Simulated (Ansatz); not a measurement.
C3H5N, SMILES `C=C[C]N` (lower singlet; C–C–C–N torsion 58°) (charge 0, multiplicity 1). This singlet lies 1.05 eV below the relaxed triplet at the level B3LYP/cc-pVTZ // PBE0-D3(BJ)/def2-TZVP (Ansatz, an electronic-structure program).

Z-matrix (Å, degrees):
```
C
C 1 1.3387
H 2 1.0832 1 121.53
H 2 1.0852 3 116.93 1 174.52
H 1 1.0877 2 119.57 3 -0.10
C 1 1.4462 5 115.81 2 -171.78
N 6 1.2996 1 113.62 5 -130.47
H 7 1.0091 6 120.63 1 -175.41
H 7 1.0235 8 116.02 6 -178.41
```
Charge 0, multiplicity 1.

Frozen-core energies in 6-31g from Ansatz at a geometry from PBE0-D3(BJ)/def2-TZVP; the HF reference has <S^2> = 0.00 (restricted, and unstable towards unrestricted orbitals) and the T1 diagnostic is 0.018.

```tsv
level	energy (Ha)
HF	-170.79803
MP2	-171.15620
CCSD	-171.19609
```

**Question.** Estimate the energies of CCSD(T), CCSDT and CCSDT(Q), and give each level's difference from CCSDT(Q).

**Answer.** 
| level | energy (Ha) | difference from CCSDT(Q) (mHa) |
|---|---|---|
| MP2 | -171.15620 | 54.25 |
| CCSD | -171.19609 | 14.37 |
| CCSD(T) | -171.20852 | 1.93 |
| CCSDT | -171.20939 | 1.06 |
| CCSDT(Q) | -171.21045 | 0.00 |
